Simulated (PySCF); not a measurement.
## Working out the excitation energy of I

I [Kr] 4d10 5s2 5p5 (2P) → I [Kr] 4d10 5s1 5p5 5d1 (high-spin determinant). All numbers are calculated (PySCF 2.14, a scalar-relativistic core potential, in aug-cc-pVTZ-PP with ECP28MDF (6s5p4d2f, 55 functions)). Frozen: 4s2 4p6 4d10. Energies in hartree (1 hartree = 27.21139 eV):

```
            part    I (lower)    I (upper)
             UHF  -294.661883  -293.925091
CCSD correlation    -0.133536    -0.190546
             (T)    -0.004441    -0.022363
```

**Question.** What does Hartree-Fock give?

**Answer.** (-293.925091) − (-294.661883) = 0.736792 hartree = 20.049 eV.

**Question.** What do CCSD and CCSD(T) give?

**Answer.** The CCSD correlation energies differ by -0.057010 hartree = -1.551 eV and the triples by -0.017922 hartree = -0.488 eV, so CCSD gives 18.498 eV and CCSD(T) 18.010 eV.

One determinant mixes LS terms, so it does not stand for a single term.

The upper state lies above the first ionisation limit, where it may autoionise and the basis confines it.

The coupled-cluster amplitudes are large, so a single reference is strained.
